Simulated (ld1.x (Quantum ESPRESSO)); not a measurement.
## Co: from the effect back to the setting (TM)

Base potential:

```json
{"Element": "cobalt", "Generator": "ld1.x (Quantum ESPRESSO) 7.5", "Type": "norm-conserving Troullier–Martins (Kleinman–Bylander form)", "Functional": "BLYP", "Relativity": "scalar-relativistic", "Frozen core": "[Ne]", "Valence charge": "17", "Reference configuration": "3s2 3p6 3d8 4s1 4p0", "Partial waves": "3p (bound): rc 0.85 bohr; 3d (bound): rc 0.80 bohr; 3s (bound): rc 1.10 bohr", "Local potential": "the s channel", "Core correction": "none"}
```

Occupied shells without a wave of their own: 4s. They enter only through the test configuration that unscreens the potential.

Cutoffs, loose and tight: the cutoffs (Ry, on a coarse ladder) from which the occupation-weighted sum of valence levels, in a spherical-Bessel basis at the reference potential, stays within 10 and 1 mRy of its value at 400 Ry. They do not see the model core or the augmentation charge, which bear on the density cutoff. Test errors are all-electron minus pseudo excitation energies from the reference, over the configurations 3s2 3p6 3d7 4s2 4p0; 3s2 3p6 3d7 4s1 4p0; 3s2 3p6 3d7 4s0 4p0; 3s2 3p6 3d7 4s1.5 4p0; 3s2 3p6 3d7 4s0 4p1; 3s2 3p6 3d7 4s1 4p1; 3s2 3p5 3d7 4s2 4p0; variants that change the core or the reference have their own tests. The largest error is taken over the tests solved by every variant that gives reliable tests at all, those not shown here included: 3s2 3p5 3d7 4s2 4p0; 3s2 3p6 3d7 4s0 4p0; 3s2 3p6 3d7 4s0 4p1; 3s2 3p6 3d7 4s1 4p1; 3s2 3p6 3d7 4s1.5 4p0; 3s2 3p6 3d7 4s2 4p0.

Only the s radius is moved (1 further runs of the sweep failed or gave no value and are left out):

| s radius (bohr) | cutoff, loose | cutoff, tight | bound ghosts | largest test error (meV) | median size of the test errors |
| --- | --- | --- | --- | --- | --- |
| 0.76 | 300 Ry | over 300 Ry | none | +92 | 54.7 meV |
| 1.12 | 300 Ry | over 300 Ry | none | +921 | 494.0 meV |
| 1.32 | 300 Ry | over 300 Ry | none | +2104 | 1175.3 meV |
| 1.58 | 300 Ry | over 300 Ry | none | -3359 | 2019.2 meV |

Q: One more run gave cutoff, loose: 300 Ry; cutoff, tight: over 300 Ry; bound ghosts: none; largest test error (meV): +3075; median size of the test errors: 1803.2 meV. Which value of the s radius was used?

A: 1.48 bohr. The median size of the test errors moves one way along this sweep, from 54.7 meV at 0.76 to 2019.2 meV at 1.58 bohr, which places the run between 1.32 and 1.58 bohr.
